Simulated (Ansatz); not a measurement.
Relaxation of Cl$_{4}$FGeH (7 atoms, charge 0, multiplicity 1), to a largest force component of 0.03 eV/Å in at most 50 steps.

Computed with Ansatz, RKS LDA/def2-SVP.

```xyz
7
Properties=species:S:1:pos:R:3
Ge 0.192 0.000 -0.135
F 0.203 0.000 1.570
Cl 2.220 0.000 -0.730
Cl -0.732 1.765 -0.816
Cl -0.732 -1.765 -0.816
Cl -2.904 0.000 1.321
H -1.835 0.000 2.128
```

Question: Where does it end, and by what steps?

Answer: The run converged. The force dipped under the threshold on the way, but the program's further checks kept it going. After 6 steps the energy has fallen by 0.068 eV; H7 moved furthest, 0.26 Å.

| step | energy less start (eV) | largest force component (eV/Å) | accepted |
| --- | --- | --- | --- |
| 0 | 0.0000 | 0.825 | yes |
| 1 | -0.0255 | 1.074 | yes |
| 2 | 0.0746 | 2.234 | no |
| 3 | -0.0627 | 0.104 | yes |
| 4 | -0.0669 | 0.076 | yes |
| 5 | -0.0682 | 0.024 | yes |
| 6 | -0.0685 | 0.022 | yes |

```xyz
7
Properties=species:S:1:pos:R:3
Ge 0.166 0.000 -0.168
F 0.067 0.000 1.570
Cl 2.230 0.000 -0.592
Cl -0.744 1.758 -0.869
Cl -0.744 -1.758 -0.869
Cl -2.903 0.000 1.511
H -1.660 0.000 1.938
```

Run time: 6.7 s on 4 threads of Arm Neoverse V2, with other jobs on the host, peak memory 0.2 GiB.
